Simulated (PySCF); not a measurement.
PySCF 2.14 output of an unrestricted B3LYP calculation on a single atom or ion in def2-SVP (3s2p1d, 14 functions), with the non-relativistic Hamiltonian (point nucleus):

```
SCF conv_tol = 1e-09
number electrons alpha = 5  beta = 4
    P. J. Stephens, F. J. Devlin, C. F. Chabalowski, and M. J. Frisch.,  J. Phys. Chem. 98, 11623 (1994)
cycle= 1 E= -99.6404425361766  delta_E= -0.00161  |g|= 0.00969  |ddm|= 0.0323
cycle= 2 E= -99.6404587437723  delta_E= -1.62e-05  |g|= 0.00697  |ddm|= 0.00966
cycle= 3 E= -99.6404740623232  delta_E= -1.53e-05  |g|= 0.000934  |ddm|= 0.00462
cycle= 4 E= -99.6404744144594  delta_E= -3.52e-07  |g|= 6.57e-05  |ddm|= 0.000714
cycle= 5 E= -99.6404744179021  delta_E= -3.44e-09  |g|= 6.5e-07  |ddm|= 9.74e-05
cycle= 6 E= -99.6404744179024  delta_E= -3.69e-13  |g|= 2.79e-08  |ddm|= 7.59e-07
converged SCF energy = -99.6404744179024  <S^2> = 0.75096681  2S+1 = 2.0009666
```

The run itself started from symmetry-adapted Hartree-Fock orbitals and held the occupation by maximum overlap, on a logarithmic radial grid, so the iterations belong to that start.

Q: Which element, charge and spin multiplicity is this?

A: F (fluorine, neutral), multiplicity 2; the state was [He] 2s2 2p5, 2P determinant.
